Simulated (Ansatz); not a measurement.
Ansatz (a program for electronic structure) input:
A basis named .json is the Basis Set Exchange file of that set.

Ansatz 0.2 input:
```yaml
crystal:
  periodic: [false, false, false]
  atoms:
    - {symbol: Rb, position_ang: [-0.00000000, -0.00000000, -2.26731938]}
    - {symbol: I, position_ang: [0.00000000, 0.00000000, 1.58284561]}
basis:
  gaussian:
    orbitals: def2-TZVPP
    fitting: {mean_field: def2-universal-jkfit, correlation: def2-TZVPP-RIFIT.json}
total_charge: 1
magnetization: {spin_polarized: true, initial_magnetization: 1}
correlation: {method: mp2, electrons: outside_noble_gas}
```

Problem. Which total energy does the run end on?

Solution. -320.44070 Eh (RI-MP2/def2-TZVPP). The basis has 90 functions.
